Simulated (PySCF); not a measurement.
Computed with B3LYP-D3(BJ)/def2-TZVP // PBE0-D3(BJ)/def2-SVP run with PySCF 2.14.0. All species are isolated molecules in the gas phase. One relaxed conformer stands for a flexible species; it need not be the lowest. B3LYP has the VWN-RPA correlation part, as in Gaussian. 

Reference species (SMILES): `C[O][Ge]([I])([I])[I]` (C–O–Ge–I torsion 180°) (neutral, multiplicity 1).

S1 oscillator strength: 0.000
HOMO–LUMO gap: 4.37 eV

Changed species: `[I][Ge]([I])([I])[I]` (4 of 4 OCH3 replaced by I; the reference has 3 of 4 OCH3 replaced by I).

### Question
Give the shifts of the S1 oscillator strength and HOMO–LUMO gap.

### Answer
the S1 oscillator strength stays essentially unchanged; the HOMO–LUMO gap drops by 0.49 eV, to 3.88 eV.
